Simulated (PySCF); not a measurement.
This script is equivalent to a calculation on Bi²⁺ (bismuth, charge +2).

```python
from pyscf import gto, scf, dft, mp, cc
import basis_set_exchange as bse
mol = gto.M(atom="Bi 0 0 0", charge=2, spin=1, symmetry="D2h",
            basis=gto.basis.parse(bse.get_basis("aug-cc-pVTZ-DK3", elements=["Bi"], fmt="nwchem")),
            nucmod="G")
mf = dft.UKS(mol, xc="PBE").sfx2c1e()
mf.irrep_nelec = {'Ag': (12, 12), 'B1g': (3, 3), 'B2g': (3, 3), 'B3g': (3, 3), 'Au': (1, 1), 'B1u': (6, 6), 'B2u': (7, 6), 'B3u': (6, 6)}
mf.kernel()
```

**Question.** What total energy does it give?

**Answer.** -21532.54 hartree (calculated).

**Question.** Which occupied shell lies highest, and where?

**Answer.** 6p α, at -19.595 eV.

**Question.** What is ⟨S²⟩, and what would a pure spin state give?

**Answer.** 0.751, against 0.75.

Spin-orbit coupling, absent here, splits the open shell strongly.
